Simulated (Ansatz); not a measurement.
Two members of one family (Series SbH2X), computed with Ansatz in the gas phase; def2 core potentials for Sb, no spin–orbit coupling. The two geometries come from different levels. Binding counts from free atoms in the multiplicity of their measured ground term, without zero-point energy. A dash marks a value that wasn't run or was left out as unsound. The structures are stationary points that may keep the symmetry of their start. Remarks come from the PBE and PBE0 runs and from stability tests at other levels; not every state was tested. HOMO above LUMO (over both spins in singlets and doublets, within one spin in higher multiplets; at PBE or PBE0), or a gap under 0.15 eV within one spin, warns that the state may not be the lowest or that an electron is smeared out.

First: SbH2(vinyl) (singlet, charge 0, r2SCAN-D4/def2-TZVP geometry).

Cartesian coordinates in Å:
```
Sb -0.9297 -1.3845 -0.4158
H -1.3095 -0.8979 -2.0140
H 0.3720 -2.3246 -1.0140
C 0.3016 0.3305 -0.0368
C 0.2100 1.0146 1.0993
H 1.0120 0.6365 -0.7999
H -0.4888 0.7406 1.8864
H 0.8324 1.8847 1.2948
```

```
              level  HOMO (eV)  LUMO (eV)  gap (eV)  vertical IE (eV)  vertical triplet (eV)  binding per atom (eV)
    PBE-D4/def2-SVP      -6.10      -1.22      4.88                 –                      –                   3.54
   PBE-D4/def2-TZVP      -6.21      -1.39      4.82              9.22                   4.42                   3.54
r2SCAN-D4/def2-TZVP      -6.45      -1.20      5.25              9.26                   4.12                   3.46
   PBE0-D4/def2-SVP      -7.15      -0.27      6.87                 –                      –                   3.48
  PBE0-D4/def2-TZVP      -7.23      -0.42      6.81              9.32                   4.26                   3.47
```

Remarks: gap within one spin near zero at PBE or PBE0 (+1 doublet).

Second: SbH2(SMe) (singlet, charge 0, PBE-D4/def2-TZVP geometry).

```csv
atom,x (Å),y (Å),z (Å)
Sb1,-1.5657,-0.4443,0.8391
H2,-1.2129,-1.4914,2.1711
H3,-2.1023,0.7705,1.9435
S4,0.6964,0.4684,0.6560
C5,0.9811,0.2040,-1.1327
H6,0.9791,-0.8620,-1.3921
H7,1.9780,0.6135,-1.3399
H8,0.2464,0.7412,-1.7450
```

**Question.** What does the change do? Estimate second minus first.

**Answer.** 
```tsv
level	Δ HOMO (eV)	Δ LUMO (eV)	Δ gap (eV)	Δ vertical IE (eV)	Δ vertical triplet (eV)	Δ binding per atom (eV)
PBE-D4/def2-SVP	0.80	-0.48	-1.29	–	–	-0.43
PBE-D4/def2-TZVP	0.73	-0.50	-1.23	-0.63	-0.73	-0.41
r2SCAN-D4/def2-TZVP	0.72	-0.50	-1.22	-0.63	-0.37	-0.39
PBE0-D4/def2-SVP	0.59	-0.68	-1.27	–	–	-0.43
PBE0-D4/def2-TZVP	0.54	-0.72	-1.26	-0.62	-0.45	-0.40
```
